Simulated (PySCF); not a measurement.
## Löwdin shares of the frontier orbitals

Species: C8H8Si.
Numbering: `[CH:1]1=[CH:2][c:3]2[cH:4][cH:5][cH:6][cH:7][c:8]2[SiH2:9]1` (hydrogens: H10 on C1; H11 on C2; H12 on C4; H13 on C5; H14 on C6; H15 on C7; H16, H17 on Si9)

Geometry (GFN2-xTB, Å), atoms numbered from 1 in this order:
```
atom  x, y, z in Å
C1    -2.410   -0.705    0.181
C2    -1.289   -1.416    0.349
C3    -0.030   -0.706    0.172
C4     1.228   -1.273    0.304
C5     2.354   -0.488    0.107
C6     2.225    0.851   -0.218
C7     0.964    1.420   -0.350
C8    -0.167    0.655   -0.158
Si9   -2.004    1.083   -0.253
H10   -3.387   -1.147    0.291
H11   -1.268   -2.468    0.604
H12    1.331   -2.319    0.557
H13    3.337   -0.925    0.208
H14    3.107    1.455   -0.370
H15    0.871    2.467   -0.604
H16   -2.429    2.048    0.763
H17   -2.439    1.481   -1.593
```

Theory: PySCF, TDDFT CAM-B3LYP/def2-SVPD, vertical, gas phase, core orbitals frozen in the response.

Kohn–Sham orbitals with the atoms that hold most of them (Löwdin shares over 4%, at most four atoms; ? is withheld):

| orbital | ε (eV) | atoms |
| --- | --- | --- |
| HOMO-3 | -10.10 | C2 22%, C1 16%, C6 12%, C3 11% |
| HOMO-2 | -9.90 | C8 24%, Si9 20%, C1 16%, C7 8% |
| HOMO-1 | -8.59 | C7 20%, C4 20%, C8 19%, C5 18% |
| HOMO | ? | ? |
| LUMO | -0.28 | ? |
| LUMO+1 | 0.70 | C7 20%, C4 20%, C5 13%, C8 12% |
| LUMO+2 | 1.24 | Si9 28%, C7 11%, H15 10%, H17 8% |

Task: Give the leading atoms of the HOMO.

Result: C1 (bonded to C, Si and H) 20%; C6 (bonded to 2 C and H) 16%; C3 (bonded to 3 C) 15%; C2 (bonded to 2 C and H) 13%.

Task: Give the leading atoms of the LUMO.

Result: C1 (bonded to C, Si and H) 17%; C2 (bonded to 2 C and H) 16%; C3 (bonded to 3 C) 12%; C8 (bonded to 2 C and Si) 11%.

Task: What is the HOMO energy, and the HOMO–LUMO gap?

Result: ε(HOMO) = -7.71 eV; the gap is 7.42 eV (0.2728 hartree).

Task: How does S1 compare with the orbital gap of 7.42 eV?

Result: S1 is at 4.50 eV (f = 0.092), 2.92 eV below the gap, made of HOMO→LUMO (91%). Without the coupling terms of the response equations the lowest excitation would equal the gap.

Task: One configuration dominates each of S1, S3 and S6. Which, and how do the shares of the two leading atoms of either orbital change from the occupied to the empty one?

Result: 
- S1 (4.50 eV, f 0.092), HOMO→LUMO (91%): C1 20% → 17%, C6 16% → at most 11%, C2 13% → 16%
- S3 (5.93 eV, f 0.0004), HOMO-2→LUMO (94%): C8 24% → 11%, Si9 20% → at most 11%, C1 16% → 17%, C2 at most 8% → 16%
- S6 (6.44 eV, f 0.160), HOMO-1→LUMO+1 (77%): C7 20% → 20%, C4 20% → 20%

Hardware: one thread, Arm Neoverse V1, shared host. Cost: 71 s wall.
